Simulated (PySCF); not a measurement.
Removal energies of Al³⁺ from EOM-IP-GCCSD

Reference: closed-shell Al³⁺, [Ne]; one electron is removed. Calculated with PySCF 2.14, two-component X2C-1e with screened spin-orbit coupling, an uncontracted even-tempered set (20 s from 0.031 bohr⁻², ratio 2.6; 13 p from 0.04 bohr⁻², ratio 2.6; 7 d from 0.041 bohr⁻², ratio 2.8; 3 f from 5.3 bohr⁻², ratio 2.8); frozen 1s2; the 46 highest virtual spinors dropped; of the others 50 kept and the rest restored at second order. No Breit or QED terms. Binding energies in eV.

```
level  Koopmans  second order  EOM-CCSD
2s1/2    167.91        163.67    164.11
2p1/2    122.02        119.47    120.05
2p3/2    121.53        119.01    119.59
```

For comparison, the ionisation energy of Al³⁺ is 119.99 eV (measured; NIST Atomic Spectra Database, ionization energies).

The screened spin-orbit operator tends to give fine-structure splittings of light species too large.
